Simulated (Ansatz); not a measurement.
Reaction (ligand exchange at the Si–S bond): `Cl[SiH2][S][GeH2][Cl]` + `[NH2][GeH2][Cl]` → `Cl[SiH2][NH][GeH2][Cl]` + `[SH][GeH2][Cl]`

Gas-phase electronic energies from Ansatz, PBE0-D4/def2-TZVP geometries. CCSD(T)/CBS is the MP2 limit (def2-TZVPP, def2-QZVPP) plus CCSD(T) − MP2 in def2-TZVPP, frozen cores. Functionals use def2-TZVPP. For Ge outer-core shells are correlated without core-valence functions, which leaves a few kJ/mol of doubt a bond. Scalar relativity is left out up to krypton. Each species was taken in one conformer, which may not be the lowest.

```csv
level,ΔE (eV)
PBE0-D4,0.07
HF/def2-QZVPP,-0.19
```

Question: What does CCSD(T)/CBS give? (Estimate.)

Answer: Ansatz gave: -0.01 eV. The listed levels differ from it by 0.08, -0.18 eV.

Largest T1 diagnostic among the species: 0.010.

In def2-TZVPP, CCSD(T) changes the Hartree–Fock value by +0.12 eV (the triples alone add +0.03 eV) and MP2 by +0.17 eV. The D4 term adds +0.07 eV with B3LYP and +0.03 eV with PBE0; it sums over pairs of atoms, weighted by their polarisabilities, and B3LYP, whose exchange is more repulsive, gets the larger term. From PBE to PBE0 (25 % exact exchange), in def2-TZVPP and without D4, ΔE moves by −0.03 eV.

B3LYP here is the variant with VWN-RPA as its local correlation; programs differ in this.
